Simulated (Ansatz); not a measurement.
`CB(N)S` + H₂O → `CB(N)O` + H₂S  (formal hydrolysis of a B–S bond)

Computed with Ansatz on PBE0-D4/def2-TZVP structures; ΔE is electronic, products minus reactants. CCSD(T)/CBS adds triple-zeta CCSD(T) − MP2 to the extrapolated MP2 energy (def2 sets, frozen cores). This one scheme is used for every species. DFT in def2-TZVPP. Each species was taken in one conformer, which may not be the lowest.

```
        level  ΔE (kcal/mol)
     PBE-QIDH          -11.7
CCSD/def2-SVP          -16.1
```

Task: What does CCSD(T)/CBS give? (Best estimate.)

Result: Ansatz gave: -11.4 kcal/mol. The listed levels differ from it by -0.3, -4.7 kcal/mol.

Largest T1 diagnostic among the species: 0.011.

The D4 term adds +1.4 kcal/mol with B3LYP and +0.7 kcal/mol with PBE0; it sums over pairs of atoms, weighted by their polarisabilities, and B3LYP, whose exchange is more repulsive, gets the larger term. In def2-TZVPP, CCSD(T) changes the Hartree–Fock value by +3.9 kcal/mol (the triples alone add +0.8 kcal/mol) and MP2 by +5.2 kcal/mol.

B3LYP here is the variant with VWN-RPA as its local correlation; programs differ in this.
